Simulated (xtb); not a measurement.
xtb input (GFN2-xTB):

```bash
xtb mol.xyz --gfn 2 --ohess tight --chrg 0 --uhf 0
```
mol.xyz:
```
4

Cl    -0.63193342     2.25441451     0.02521192
In     0.01017942    -0.02584880     0.03212633
Cl    -1.60414109    -1.65205924     0.06044618
Cl     2.25371722    -0.51260838    -0.04261911
```

End of the output:

```
   ------------------------------------------------------------------------
    298.15    0.735528E-02    0.996785E-02    0.395417E-01   -0.295738E-01
   ------------------------------------------------------------------------

         :::::::::::::::::::::::::::::::::::::::::::::::::::::
         ::                  THERMODYNAMIC                  ::
         :::::::::::::::::::::::::::::::::::::::::::::::::::::
         :: total free energy         -15.050115735551 Eh   ::
         ::.................................................::
         :: total energy              -15.020541932018 Eh   ::
         :: zero point energy           0.002612569761 Eh   ::
         :: G(RRHO) w/o ZPVE           -0.032186373294 Eh   ::
         :: G(RRHO) contrib.           -0.029573803532 Eh   ::
         :::::::::::::::::::::::::::::::::::::::::::::::::::::

optimized geometry written to: xtbopt.xyz

           -------------------------------------------------
          | TOTAL ENERGY              -15.020541932018 Eh   |
          | TOTAL ENTHALPY            -15.010574083222 Eh   |
          | TOTAL FREE ENERGY         -15.050115735551 Eh   |
          | GRADIENT NORM               0.000004580417 Eh/α |
          | HOMO-LUMO GAP               3.103029478857 eV   |
           -------------------------------------------------

------------------------------------------------------------------------
------------------------------------------------------------------------
 total:
 SCF:
 ANC optimizer:
 analytical hessian:
```
